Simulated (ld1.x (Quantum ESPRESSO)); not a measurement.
## Logarithmic derivatives: copper, ultrasoft

copper (Cu), ultrasoft, made with ld1.x (Quantum ESPRESSO) 7.5 (BP86, scalar-relativistic). Core [Ne], reference 3s2 3p6 3d10 4s0.75 4p0.25. Waves: 3s (bound): rcut 0.95, rcutus 1.30 bohr; 4s (bound): rcut 0.95, rcutus 1.30 bohr; 3p (bound): rcut 1.20, rcutus 1.50 bohr; 4p (bound): rcut 1.20, rcutus 1.50 bohr; 3d (bound): rcut 1.35, rcutus 1.50 bohr; 3d channel at 1.1 Ry: rcut 1.35, rcutus 1.50 bohr. Local part: all-electron potential smoothed inside 1.44 bohr (lloc = -1). Core correction: none. Augmentation charge: PSQ, radius 0.95 bohr.

The phase is arctan(r·u′/u) with u = r·R(r), unwrapped; energies in Ry, scanned from -10 to 5 Ry. A pole is an energy at which the radial function vanishes at the test radius. The pseudo phase is shifted by a multiple of π to meet the all-electron one at the reference energy, and phase errors are pseudo minus all-electron; the curves can meet again beyond the range given. Levels narrower than the energy grid can be missing from the lists of poles.

| channel | radius (bohr) | reference energy (Ry) | poles, all-electron | poles, pseudo | unbroken range about the reference energy with phases within 0.05 rad | phase error 1 Ry above the reference energy (rad) |
| --- | --- | --- | --- | --- | --- | --- |
| s | 1.65 | -0.38 | -8.33 | -8.33 | the whole range | -0.002 |
| p | 1.65 | -0.08 | -5.10 | -5.10 | below 2.7 | -0.002 |
| d | 1.65 | -0.43 | 0.27 | 0.27 | the whole range | +0.000 |

Phases in the s channel:

```
E (Ry)  all-electron  pseudo
-10.00         1.324   1.324
 -9.52         1.294   1.294
 -9.04         1.208   1.207
 -8.56        -0.951  -0.952
 -8.08        -1.676  -1.676
 -7.60        -1.740  -1.740
 -7.12        -1.769  -1.769
 -6.64        -1.788  -1.789
 -6.16        -1.805  -1.806
 -5.68        -1.821  -1.822
 -5.20        -1.838  -1.839
 -4.72        -1.856  -1.857
 -4.24        -1.876  -1.876
 -3.76        -1.898  -1.899
 -3.28        -1.924  -1.925
 -2.80        -1.956  -1.956
 -2.32        -1.995  -1.995
 -1.84        -2.043  -2.044
 -1.36        -2.107  -2.107
 -0.88        -2.193  -2.194
 -0.40        -2.316  -2.316
  0.08        -2.495  -2.495
  0.56        -2.763  -2.764
  1.04        -3.132  -3.138
  1.52        -3.537  -3.548
  2.00        -3.869  -3.885
  2.48        -4.100  -4.117
  2.96        -4.255  -4.272
  3.44        -4.362  -4.380
  3.92        -4.439  -4.457
  4.40        -4.497  -4.517
  4.88        -4.543  -4.564
```
